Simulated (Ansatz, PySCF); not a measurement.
The pair A = NH3 (SMILES N) (first 4 atoms), B = H2S (SMILES S); geometry from B3LYP-D3(BJ)/def2-TZVP.
(charge 0, multiplicity 1):
```xyz
7

N      0.00620     0.16352     0.32505
H     -0.77721    -0.46071     0.17009
H     -0.19303     1.03169    -0.15879
H      0.82113    -0.25261    -0.11111
S      0.66617     0.81233     3.70925
H     -0.30509     0.00249     4.15919
H      0.38805     0.54302     2.40788
```

Rows in 6-31G* carry no dispersion term and start afresh at each structure (6-31G* with six Cartesian d functions).

Codes used: Ansatz (Gaussian orbitals); PySCF for 6-31G* rows. Values without a source in brackets are computed.

Total energies (hartree), monomers frozen at their geometry in the pair:

```csv
structure,HF/6-31G*,HF/aug-cc-pV(D+d)Z,HF/aug-cc-pV(T+d)Z
AB,-454.8558847,-454.9097575,-454.9374985
A in the pair's basis,-56.1849499,-56.2058027,-56.2202737
B in the pair's basis,-398.6670005,-398.7021145,-398.7155447
A,-56.1839827,-56.2053258,-56.2202424
B,-398.6666194,-398.7020122,-398.7155163
```

### Question
Work out the interaction energy without and with the counterpoise correction, and the superposition error, for each level.

### Answer

E(AB) − E(A) − E(B), times 627.509 kcal/mol, with the monomers in their own basis and then in the pair's basis:
- HF/6-31G*: -3.31 uncorrected, -2.47 corrected; the monomers gain 0.85 kcal/mol from borrowed functions
- HF/aug-cc-pV(D+d)Z: -1.52 uncorrected, -1.15 corrected; the monomers gain 0.36 kcal/mol from borrowed functions
- HF/aug-cc-pV(T+d)Z: -1.09 uncorrected, -1.05 corrected; the monomers gain 0.04 kcal/mol from borrowed functions

Ansatz is a quantum-chemistry and plane-wave program.
